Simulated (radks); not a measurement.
Values are calculated unless marked as measured or tabulated.
All-electron atom: neutral chromium in [Ar] 3d5 4s1 (the NIST ground configuration). Level of theory: non-relativistic Kohn-Sham, PBEsol, spin-polarised, spherical densities, point nucleus; open shells are filled with parallel spins first; hard spherical wall at 10 bohr (a radial shooting solver on a logarithmic mesh with Libxc functionals).

Normalised radial functions P(r) = r R(r), r in bohr:

```
   r/bohr * 3s down, o 3d up (the largest magnitude, 1.17, reaches the edge; | marks zero, & curves that meet)
 0.004097                             o *
 0.006113                             o  *
 0.009192                             o   *
  0.01371                             o     *
  0.02062                             o      *
  0.03076                             o       *
  0.04626                             o      *
  0.06902                             o  *
    0.103                         *   |o
   0.1548                 *           |  o
    0.231               *             |     o
   0.3474                           * |          o
   0.5182                             |               o*
   0.7793                             |                  o       *
    1.163                             |                o *
    1.734                             |      *     o
    2.608                             |*      o
    3.891                             *   o
    5.851                             *o
    8.728                             &
```

3s down: eigenvalue -68.693 eV, 2 radial nodes at r = 0.0844, 0.364 bohr, <r> = 0.913 bohr, 90 % of the charge inside 1.37 bohr. 3d up: eigenvalue -3.790 eV, 0 radial nodes, <r> = 1.46 bohr, 90 % of the charge inside 2.68 bohr.
